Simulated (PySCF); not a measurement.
# Peak assignment

Structure with atom numbers: `[CH3:1][CH:2]([CH3:3])/[C:4](=[N:5]\[NH2:6])[C:7]([F:8])([F:9])[F:10]` (H(Xn): hydrogen on atom n).

Computational details: PBE0-D3(BJ)/def2-SVP geometry, GIAO PBE0/pcSseg-1 shieldings, in PySCF (single conformer, averaged over atoms made equivalent by symmetry, fast rotation or ring inversion, gas phase, non-relativistic Hamiltonian).

Scale: ¹³C (σref 184.41), ¹H (σref 31.27) against TMS (reference shieldings calculated alike).

Task: Assign these signals to the numbered atoms. ¹³C{¹H} NMR (computed): δ 138.3, 127.6, 25.0, 18.7.

Result: 
```tsv
δ (ppm)	atoms	environment	reason
138.3	C4	C=N carbon	–
127.6	C7	CF3 carbon	3 electronegative neighbours deshield it
25.0	C2	sp3 CH	a saturated carbon with 3 carbon neighbours and no heteroatom attached
18.7	C1/C3	methyl carbon	aliphatic region, no heteroatom directly attached
```

Task: Assign these signals to the numbered atoms. ¹H NMR (400 MHz, computed): δ 5.39 (br s, 2H), 2.18 (sept, 1H), 1.20 (d, 6H).

Result: 
| δ (ppm) | atoms | environment | reason |
| --- | --- | --- | --- |
| 5.39 | H(N6) | hydrogen on a nitrogen bonded to O or N | exchangeable, gas-phase position |
| 2.18 | H(C2) | hydrogen on an sp3 CH | – |
| 1.20 | H(C1)/H(C3) | hydrogen on a methyl carbon | – |

The OH or NH signal is concentration- and solvent-dependent in practice; the value given is the gas-phase one. Splittings by ¹⁹F in the carbon and heteronuclear signals aren't shown, as no couplings were computed. Shifts are as computed. Against solution values, carbons near 30 ppm lie about +2 ppm off and those near 130 ppm about +5 ppm. Of 1313 compounds with measured shifts, 239 miss one by over three times the rms of a fit or turn the order of signals round; such compounds aren't used in these exercises. No couplings were computed; multiplicities are counted from neighbouring protons, with m where these are inequivalent, close in shift, in a saturated or five-membered ring or joined by F or P, and br s for small geminal =CH2 splittings.
